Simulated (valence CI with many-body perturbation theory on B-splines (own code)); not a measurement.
# K VII: electric-dipole lines

Level of theory: relativistic CI+MBPT: three valence electrons over a frozen Dirac-Fock core [Ne], a basis of 11 s, 11 p, 9 d, 7 f, 5 g, 2 h, 1 i functions for each j, with the one-electron correlation potential Σ1 (screened to all orders), the two-electron term Σ2, the three-electron term Σ3, Breit, model QED; selected single and double excitations, second order for the rest, scaled by the run's own slope (own B-spline code, finite nucleus).

Set against measurement, 57 paired levels are off by 92 cm⁻¹ on average, the worst by 206. These come from a selection out of Sansonetti, J. Phys. Chem. Ref. Data 37, 7 (2008). Levels without a partner in it may be off by more.

Lines 201 to 250 of 270 in falling wavelength, among levels below 573470 cm⁻¹, chosen from the strongest by gf and those to the six lowest levels. Wavelengths and rates use the calculated energies, so an error of 90 cm⁻¹ moves a line at 382.5 Å by 0.034 % and its rate by three times that or more. Electric multipoles are in the length gauge, E1 and E2 with the static RPA response of the core. Weak lines are less certain than strong ones. Lines between different terms over intervals too small for the method are left out, as are lines whose strength nearly cancels. The highest levels of a list are the least certain.

Names give the largest LS component (configuration and term), which can be under half, so a name can repeat, a term be missing and a line seem to break the LS rules; names also repeat where a configuration has a term twice. Letters in brackets count levels of one name in rising energy.

| λ vac (Å) | λ from measured levels | Upper | Lower | A (s⁻¹) | log gf | Branch % |
| --- | --- | --- | --- | --- | --- | --- |
| 382.5 | 382.6 | 3s 3p 3d 2D°_3/2 [a] | 3s 3p2 4P_1/2 | 2.55e+07 | -2.65 | 0.2 |
| 361.4 | 361.5 | 3s 3p 3d 2F°_5/2 [a] | 3s 3p2 4P_5/2 | 1.55e+06 | -3.74 | 0.0 |
| 359.2 | 359.3 | 3s 3p 3d 2F°_5/2 [a] | 3s 3p2 4P_3/2 | 3.29e+06 | -3.42 | 0.0 |
| 358.9 | 359.1 | 3s 3p 3d 2P°_3/2 [a] | 3s 3p2 2D_3/2 | 6.04e+06 | -3.33 | 0.0 |
| 358.2 | 358.3 | 3s 3p 3d 2F°_7/2 [a] | 3s 3p2 4P_5/2 | 2.08e+07 | -2.50 | 0.3 |
| 357.7 | 357.9 | 3s 3p 3d 2P°_1/2 [a] | 3s 3p2 2D_3/2 | 9.65e+07 | -2.43 | 0.4 |
| 357.6 | 357.7 | 3s 3p 3d 2F°_7/2 [b] | 3s 3p2 2D_5/2 | 1.68e+10 | 0.41 | 68.2 |
| 356.8 | 356.9 | 3s 3p 3d 2F°_5/2 [b] | 3s 3p2 2D_5/2 | 1.05e+09 | -0.92 | 4.3 |
| 356.5 | 356.6 | 3s 3p 3d 2F°_5/2 [b] | 3s 3p2 2D_3/2 | 1.57e+10 | 0.25 | 63.5 |
| 339.1 | 339.2 | 3s 3p 3d 2P°_1/2 [b] | 3s 3p2 2D_3/2 | 1.47e+08 | -2.29 | 0.5 |
| 339.0 | 339.1 | 3s 3p 3d 2P°_3/2 [b] | 3s 3p2 2D_3/2 | 2.61e+07 | -2.75 | 0.1 |
| 334.2 | 334.3 | 3s 3p 3d 2D°_3/2 [b] | 3s 3p2 2D_3/2 | 2.21e+07 | -2.83 | 0.1 |
| 333.7 | 333.8 | 3s 3p 3d 2D°_5/2 [b] | 3s 3p2 2D_3/2 | 3.07e+05 | -4.51 | 0.0 |
| 319.7 | 319.9 | 3s 3p 3d 2P°_3/2 [a] | 3s 3p2 4P_5/2 | 3.08e+05 | -4.72 | 0.0 |
| 318.5 | 318.6 | 3s 3p 3d 2F°_7/2 [b] | 3s 3p2 4P_5/2 | 1.67e+07 | -2.69 | 0.1 |
| 317.9 | 318.1 | 3s 3p 3d 2P°_3/2 [a] | 3s 3p2 4P_3/2 | 7.92e+05 | -4.32 | 0.0 |
| 317.8 | 317.9 | 3s 3p 3d 2F°_5/2 [b] | 3s 3p2 4P_5/2 | 9.89e+05 | -4.05 | 0.0 |
| 317.0 | 317.2 | 3s 3p 3d 2P°_1/2 [a] | 3s 3p2 4P_3/2 | 7.99e+05 | -4.62 | 0.0 |
| 316.7 | 317.0 | 3s 3p 3d 2P°_3/2 [a] | 3s 3p2 4P_1/2 | 1.57e+07 | -3.02 | 0.1 |
| 316.1 | 316.2 | 3s 3p 3d 2F°_5/2 [b] | 3s 3p2 4P_3/2 | 2.09e+06 | -3.73 | 0.0 |
| 315.8 | 316.1 | 3s 3p 3d 2P°_1/2 [a] | 3s 3p2 4P_1/2 | 8.67e+06 | -3.59 | 0.0 |
| 303.8 | 304.0 | 3s 3p 3d 2P°_3/2 [b] | 3s 3p2 4P_5/2 | 5.09e+05 | -4.55 | 0.0 |
| 302.2 | 302.4 | 3s 3p 3d 2P°_3/2 [b] | 3s 3p2 4P_3/2 | 1.81e+05 | -5.00 | 0.0 |
| 299.9 | 300.1 | 3s 3p 3d 2D°_3/2 [b] | 3s 3p2 4P_5/2 | 2.53e+05 | -4.86 | 0.0 |
| 299.5 | 299.7 | 3s 3p 3d 2D°_5/2 [b] | 3s 3p2 4P_5/2 | 1.67e+06 | -3.87 | 0.0 |
| 298.4 | 298.5 | 3s 3p 3d 2D°_3/2 [b] | 3s 3p2 4P_3/2 | 1.04e+06 | -4.26 | 0.0 |
| 298.0 | 298.2 | 3s 3p 3d 2D°_5/2 [b] | 3s 3p2 4P_3/2 | 1.42e+06 | -3.95 | 0.0 |
| 297.4 | 297.5 | 3s 3p 3d 2D°_3/2 [b] | 3s 3p2 4P_1/2 | 3.31e+05 | -4.76 | 0.0 |
| 290.4 |  | 3s2 4p 2P°_1/2 | 3s 3p2 2D_3/2 | 3.38e+09 | -1.07 | 48.2 |
| 289.7 |  | 3s2 4p 2P°_3/2 | 3s 3p2 2D_5/2 | 3.03e+09 | -0.82 | 43.3 |
| 289.6 |  | 3s2 4p 2P°_3/2 | 3s 3p2 2D_3/2 | 3.36e+08 | -1.77 | 4.8 |
| 263.5 |  | 3s2 4p 2P°_3/2 | 3s 3p2 4P_5/2 | 5.77e+06 | -3.62 | 0.1 |
| 263.0 |  | 3s2 4p 2P°_1/2 | 3s 3p2 4P_3/2 | 1.27e+06 | -4.58 | 0.0 |
| 262.2 |  | 3s2 4p 2P°_1/2 | 3s 3p2 4P_1/2 | 2.43e+05 | -5.30 | 0.0 |
| 261.5 |  | 3s2 4p 2P°_3/2 | 3s 3p2 4P_1/2 | 5.49e+05 | -4.65 | 0.0 |
| 241.3 | 241.3 | 3s 3p 4s 4P°_1/2 | 3s 3p2 2D_3/2 | 2.15e+07 | -3.42 | 0.1 |
| 240.7 | 240.7 | 3s 3p 4s 4P°_3/2 | 3s 3p2 2D_3/2 | 1.96e+07 | -3.17 | 0.1 |
| 239.6 | 239.6 | 3s 3p 4s 4P°_5/2 | 3s 3p2 2D_3/2 | 1.99e+06 | -3.99 | 0.0 |
| 229.2 | 229.3 | 3s2 4s 2S_1/2 | 3s2 3p 2P°_3/2 | 2.17e+10 | -0.47 | 67.0 |
| 227.6 | 227.6 | 3s2 4s 2S_1/2 | 3s2 3p 2P°_1/2 | 1.07e+10 | -0.78 | 33.0 |
| 222.4 | 222.4 | 3s 3p 4s 4P°_3/2 | 3s 3p2 4P_5/2 | 1.15e+10 | -0.47 | 45.2 |
| 222.1 | 222.1 | 3s 3p 4s 4P°_1/2 | 3s 3p2 4P_3/2 | 2.11e+10 | -0.51 | 83.3 |
| 221.6 | 221.6 | 3s 3p 4s 4P°_3/2 | 3s 3p2 4P_3/2 | 3.34e+09 | -1.01 | 13.2 |
| 221.5 | 221.6 | 3s 3p 4s 4P°_1/2 | 3s 3p2 4P_1/2 | 4.21e+09 | -1.21 | 16.6 |
| 221.4 | 221.5 | 3s 3p 4s 4P°_5/2 | 3s 3p2 4P_5/2 | 1.77e+10 | -0.11 | 70.0 |
| 221.0 | 221.0 | 3s 3p 4s 4P°_3/2 | 3s 3p2 4P_1/2 | 1.05e+10 | -0.51 | 41.3 |
| 220.6 | 220.6 | 3s 3p 4s 4P°_5/2 | 3s 3p2 4P_3/2 | 7.56e+09 | -0.48 | 29.9 |
| 194.6 | 194.5 | 3p2 3d 2P_3/2 [a] | 3s2 3p 2P°_3/2 | 6.42e+06 | -3.84 | 0.1 |
| 194.0 |  | 3p2 3d 2P_1/2 [a] | 3s2 3p 2P°_3/2 | 2.08e+06 | -4.63 | 0.0 |
| 193.4 | 193.3 | 3p2 3d 2P_3/2 [a] | 3s2 3p 2P°_1/2 | 9.82e+05 | -4.66 | 0.0 |

(1) How does gf follow from A for the line at 334.2 Å?

Results:

(1) gf = 1.4992 × (2J+1)_upper × A / σ², with σ = 299242 cm⁻¹ and 2J+1 = 4: gf = 0.00148.
